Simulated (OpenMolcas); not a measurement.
Levels of Zr by method

```yaml
Program: OpenMolcas 26.06
Basis: ANO-R2 [7s5p4d2f1g]
Scalar_Hamiltonian: X2C, finite nucleus
Active_space: 2 electrons in 5 orbitals (4d)
State_averaging: 2S+1 = 3 even, 10 roots; 2S+1 = 1 even, 15 roots
Spin-orbit_coupling: state interaction with AMFI integrals over the reference wave functions, term energies averaged over their components
```

Methods on the same reference wave functions:
A. CASSCF
B. SS-CASPT2, IPEA 0.25 Eh, imaginary shift 0.1 Eh (closed shells correlated: 4s 4p 5s)

Energies in cm-1 above 4d2 5s2 3F2, the measured ground level; measured values from NIST Handbook of Basic Atomic Spectroscopic Data.

| Level | A | B | Measured |
| --- | --- | --- | --- |
| 4d2 5s2 3F2 | 0.0 | 0.0 | 0.0 |
| 4d2 5s2 3F3 | 586 | 614 | 570 |
| 4d2 5s2 3F4 | 1307 | 1330 | 1241 |
| 4d2 5s2 1D2 | 8203 | 4790 |  |
| 4d2 5s2 3P0 | 9263 | 7180 | 4197 |
| 4d2 5s2 3P1 | 9484 | 7420 | 4376 |
| 4d2 5s2 3P2 | 10014 | 7880 |  |
| 4d2 5s2 1G4 | 12401 | 9680 | 8057 |
| 4d2 5s2 1S0 | 29460 | 20380 |  |

Deviations, from unrounded energies. A percentage is the sum of absolute deviations over the sum of measured energies, with the sign that they share, or ± where signs differ.

```tsv
Against measurement	Levels	A	B
mean absolute deviation (cm-1)	5	2900	1600
fine structure of the ground term (%)	2	+4.5	+7.3
other terms of the ground configuration (%)	3	+87.3	+46.0
```

B lies closest to measurement on these levels. The largest miss of B in the table is 4d2 5s2 3P1, by +3000 cm-1. The ranking rests on the paired levels alone, and a cruder setting can come out closer through cancelling errors.

From A to B the spin-free energies of the other terms of 4d2 5s2 shown, above 3F, scale by factors of 0.53 to 0.76.

The lowest spin-free term lies below A's lowest term by 0.304 hartree in B.

Term energies are means over components that CASPT2 splits; among the terms shown or strongly mixed into the levels shown the widest spread is 580 cm-1 (4d2 5s2 1G, B). With the s shell closed, the reference lacks s² → p², s² → d² and s → d mixing, so excited terms can stand far too high and out of order, with CASPT2 too. Without dynamic correlation excited terms often stand tens of per cent too high (terms of higher spin than the ground term too low), and those without a measured partner can miss by more than the paired ones (holds for A). Some terms miss by over 15 % even with CASPT2, which points to a basis or an active space too small for the shells correlated (holds for B). Computed and measured levels are paired by configuration, term and J; levels that our copy of the source lacks, or whose pairing is in doubt (as where it misses far off the trend of its configuration), stay unpaired and out of the deviations. Levels of configurations outside the active space are missing.
